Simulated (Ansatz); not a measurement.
Basis sets compared for the cluster LiSn₂. The state is a doublet with charge 0. Geometry PBE-D4/def2-TZVP. Ansatz on 4 threads of Arm Neoverse V1 on a shared host; times are rough, and most runs start from earlier orbitals.

Cartesian coordinates in Å:
```
Li 0.943 -0.098 1.374
Sn -0.862 -1.187 -0.507
Sn -0.081 1.285 -0.867
```

In the def2 sets Sn takes a core potential; there is no spin–orbit coupling. The structure comes from a short search, and lower isomers may exist.

Binding counts from free atoms (Li doublet, Sn triplet) in the same basis, without a counterpoise term.

| level | functions | energy (Eh) | HOMO (eV) | LUMO (eV) | binding per atom (eV) | wall time |
| --- | --- | --- | --- | --- | --- | --- |
| PBE-D4/def2-SVP | 61 | -436.1099 | -3.88 | -3.79 | 1.52 | 2.3 s |
| PBE-D4/def2-TZVP | 114 | -436.1288 | -3.94 | -3.80 | 1.53 | 3.7 s |
| r2SCAN-D4/def2-TZVP | 114 | -436.3043 | -4.10 | -3.53 | 1.48 | 11 s |
| PBE0-D4/def2-SVP | 61 | -436.1247 | -4.58 | -3.06 | 1.42 | 2.1 s |
| PBE0-D4/def2-TZVP | 114 | -436.1420 | -4.62 | -3.05 | 1.43 | 15 s |

Task: Estimate the rows for PBE-D4/def2-TZVPD, r2SCAN-D4/def2-TZVPD, PBE0-D4/def2-TZVPD.

Result: 
| level | functions | energy (Eh) | HOMO (eV) | LUMO (eV) | binding per atom (eV) | wall time |
| --- | --- | --- | --- | --- | --- | --- |
| PBE-D4/def2-TZVPD | 129 | -436.1293 | -3.95 | -3.81 | 1.53 | 5.5 s |
| r2SCAN-D4/def2-TZVPD | 129 | -436.3048 | -4.10 | -3.54 | 1.48 | 14 s |
| PBE0-D4/def2-TZVPD | 129 | -436.1424 | -4.62 | -3.06 | 1.43 | 6.5 s |
